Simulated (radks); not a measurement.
Results of a calculation; reference values are marked as such.
Excited configurations of Nd II: one electron is placed in a higher orbital outside [Xe] 4f4. The ground configuration is [Xe] 4f4 6s1. Level of theory: Dirac Kohn-Sham, PBE, spin-unpolarised, spherical densities, finite nucleus; open shells are shared between the two j in proportion to 2j + 1; Fermi nuclear charge, rms radius 4.9123 fm (a radial shooting solver on a logarithmic mesh with Libxc functionals). Excitation = E - E(ground); binding = E(ion) - E, where the ion is the core of charge +2; n* = 2/sqrt(2 binding) in atomic units, and the quantum defect is n - n*. Eigenvalue and <r> are those of j = l + 1/2.

| outer orbital | excitation (eV) | binding (eV) | n* | quantum defect | eigenvalue (eV) | <r> (bohr) |
|---|---|---|---|---|---|---|
| 5d | 1.075 | 9.710 | 2.367 | 2.633 | -6.054 | 3.064 |
| 5f | 7.281 | 3.504 | 3.941 | 1.059 | -2.484 | 8.715 |
| 6p | 2.961 | 7.824 | 2.637 | 3.363 | -5.775 | 5.103 |
| 6f | 8.418 | 2.366 | 4.796 | 1.204 | -1.789 | 14.84 |
| 7d | 7.922 | 2.863 | 4.360 | 2.640 | -2.228 | 13.45 |

The Delta-SCF ionisation energy is 10.785 eV (NIST Atomic Spectra Database: 10.78 eV, semi-empirical). Self-interaction in the functional shifts the binding energies and quantum defects, so they are the method's values and not measured ones. Spin polarisation and multiplet splitting are left out, so open shells lie too high by an amount that depends on their filling. Sharing an open shell by 2j + 1 raises it above the true ground level by a part of the spin-orbit splitting, which enters the differences from NIST.

Beside tabulated values, note that spin-unpolarised runs miss the spin-polarisation part of the exchange energy of open shells.
